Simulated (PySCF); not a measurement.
Ligand exchange on a metal centre used in film growth or etching (Sc Cl-F). All species are isolated molecules in the gas phase.

Method: B3LYP-D3(BJ)/def2-TZVP // PBE-D3(BJ)/def2-SVP run with PySCF. B3LYP has the VWN-RPA correlation part, as in Gaussian. 

```json
[
 {"species": "0 of 3 Cl replaced by F ([Sc(Cl)3])", "charge on the central atom (meta-Löwdin) (e)": "1.26", "mean distance from the central atom to its bonded neighbours (Å)": "[?]", "coordination number": "3"},
 {"species": "1 of 3 Cl replaced by F", "charge on the central atom (meta-Löwdin) (e)": "1.37", "mean distance from the central atom to its bonded neighbours (Å)": "2.126", "coordination number": "3"},
 {"species": "2 of 3 Cl replaced by F", "charge on the central atom (meta-Löwdin) (e)": "1.48", "mean distance from the central atom to its bonded neighbours (Å)": "1.980", "coordination number": "3"},
 {"species": "3 of 3 Cl replaced by F", "charge on the central atom (meta-Löwdin) (e)": "1.57", "mean distance from the central atom to its bonded neighbours (Å)": "[?]", "coordination number": "[?]"}
]
```

Task: What belongs in the gaps?

Result: 
- 0 of 3 Cl replaced by F ([Sc(Cl)3]), mean distance from the central atom to its bonded neighbours (Å): 2.271
- 3 of 3 Cl replaced by F, mean distance from the central atom to its bonded neighbours (Å): 1.833
- 3 of 3 Cl replaced by F, coordination number: 3
